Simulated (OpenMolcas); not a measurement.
How basis sets differ on Si2H5OF (SMILES O[SiH](F)[SiH3])

Si2H5OF: 9 atoms, total charge 0, spin state singlet. SMILES: `O[SiH](F)[SiH3]`. The coordinates come from a PBE0-D4/def2-TZVP relaxation. This is one conformer, not always the lowest.

```xyz
9

O    -0.3925   -0.6108    1.7681
Si   -0.8315   -0.1606    0.2577
F    -1.7756    1.1338    0.3194
Si    1.1350    0.3711   -0.8917
H    -1.0505   -1.0056    2.3430
H    -1.6646   -1.2154   -0.3806
H     0.7987    0.8606   -2.2552
H     1.9817   -0.8452   -1.0139
H     1.8878    1.4256   -0.1638
```

Each level gives the dipole moment (D). The values are calculated.

| level | kind | program | value (D) | CPU time |
| --- | --- | --- | --- | --- |
| HF/ANO-R0 (sfX2C) | Hartree–Fock | OpenMolcas | 2.73 | 4.5 s |
| HF/STO-3G | Hartree–Fock | OpenMolcas | 1.12 | 3.8 s |
| HF/3-21G | Hartree–Fock | OpenMolcas | 1.97 | 4.6 s |
| HF/6-31G* (spherical functions) | Hartree–Fock | OpenMolcas | 1.70 | 9.2 s |
| HF/ANO-RCC-VDZP (DKH2, RICD fitting) | Hartree–Fock | OpenMolcas | 1.68 | 3.9 s |

The values span 1.12 to 2.73 D. Magnitudes only. Sets without polarisation functions give poor dipoles. Times are those of the runs behind each value, whatever else they computed, on shared processors of several kinds: orders of magnitude only.
